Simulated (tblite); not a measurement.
Compound: C₄H₆N₄ (charge -1 and doublet state).
Atom-mapped SMILES: `[CH3:1][N-:2][CH:3][c:4]1[n:5][n:6][cH:7][nH:8]1` (hydrogens: H9, H10, H11 on C1; H12 on C3; H13 on C7; H14 on N8)
Bond orders are those of one Lewis drawing.

Computed with GFN2-xTB (tblite), gas phase: L-BFGS steps from a force-field or distance-geometry start until the largest atomic force falls under 0.01 eV/Å.

Step 28: E = -638.3567 eV
```
atom  x, y, z in Å  |  force x, y, z in eV/Å
C1      2.6735    0.1427   -0.4061    0.043   0.002   0.020
N2      1.2595    0.0351   -0.5600    0.011  -0.016   0.022
C3      0.5508    0.0891    0.5755   -0.035   0.010  -0.010
C4     -0.8337   -0.0064    0.5537    0.026   0.026   0.018
N5     -1.7158    0.0313    1.5768    0.029  -0.015   0.026
N6     -2.9548   -0.1004    1.0644    0.026   0.008  -0.009
C7     -2.8691   -0.2141   -0.2266    0.025   0.008   0.013
N8     -1.5596   -0.1631   -0.6335    0.009  -0.012  -0.022
H9      3.1420    0.0813   -1.3956   -0.015   0.014  -0.010
H10     2.9973    1.0953    0.0592   -0.027   0.040  -0.015
H11     3.1169   -0.6588    0.2184   -0.041  -0.047   0.010
H12     1.0306    0.2146    1.5548   -0.042  -0.014  -0.032
H13    -3.7019   -0.3309   -0.8975    0.016  -0.002  -0.012
H14    -1.1364   -0.2162   -1.5405   -0.024  -0.004   0.001
```

Step 29: E = -638.3571 eV
```
atom  x, y, z in Å  |  force x, y, z in eV/Å
C1      2.6757    0.1430   -0.4041    0.023   0.000   0.017
N2      1.2619    0.0349   -0.5618    0.010  -0.017  -0.013
C3      0.5510    0.0890    0.5718   -0.009   0.009  -0.023
C4     -0.8326   -0.0067    0.5502    0.007   0.021   0.004
N5     -1.7112    0.0312    1.5758    0.003  -0.012   0.010
N6     -2.9515   -0.0996    1.0665    0.000   0.001   0.002
C7     -2.8704   -0.2142   -0.2249    0.022   0.012   0.016
N8     -1.5618   -0.1635   -0.6354    0.004  -0.011  -0.008
H9      3.1485    0.0822   -1.3916   -0.023   0.014  -0.012
H10     2.9951    1.0960    0.0621   -0.011   0.042  -0.006
H11     3.1148   -0.6593    0.2213   -0.024  -0.046   0.019
H12     1.0292    0.2141    1.5508   -0.030  -0.010  -0.004
H13    -3.7062   -0.3308   -0.8935    0.040   0.001   0.006
H14    -1.1431   -0.2169   -1.5442   -0.012  -0.004  -0.009
```

Task: Estimate the geometry and energy of step 30. (The exact step hangs on the optimiser's Hessian estimate; all steps are aligned on step 29, rigid shifts and turns removed.)

Result: E = -638.3574 eV, largest force 0.049 eV/Å
```
atom  x, y, z in Å  |  force x, y, z in eV/Å
C1      2.6774    0.1432   -0.4026    0.000  -0.002   0.010
N2      1.2636    0.0344   -0.5628    0.008  -0.014  -0.032
C3      0.5509    0.0891    0.5692    0.014   0.006  -0.026
C4     -0.8319   -0.0064    0.5481   -0.007   0.011  -0.009
N5     -1.7084    0.0309    1.5755   -0.010  -0.006  -0.004
N6     -2.9494   -0.0991    1.0677   -0.014  -0.004   0.012
C7     -2.8708   -0.2140   -0.2237    0.014   0.012   0.013
N8     -1.5630   -0.1640   -0.6366    0.002  -0.007   0.006
H9      3.1517    0.0830   -1.3895   -0.022   0.011  -0.005
H10     2.9936    1.0973    0.0636    0.000   0.029   0.000
H11     3.1131   -0.6605    0.2234   -0.011  -0.030   0.019
H12     1.0277    0.2136    1.5483   -0.018  -0.005   0.015
H13    -3.7079   -0.3307   -0.8911    0.047   0.003   0.015
H14    -1.1473   -0.2173   -1.5465   -0.003  -0.004  -0.014
```

The energy changes by -0.0003 eV. The first-order estimate −F·Δx gives -0.0004 eV and the mean of the old and new forces, exact on a quadratic surface, -0.0003 eV. The step makes an angle of 71° with the force vector and moves no atom by more than 0.005 Å.

The cost below is that of the whole relaxation. Time: 0.16 s. Hardware: Arm Neoverse V2, one thread, no GPU, on a shared host.
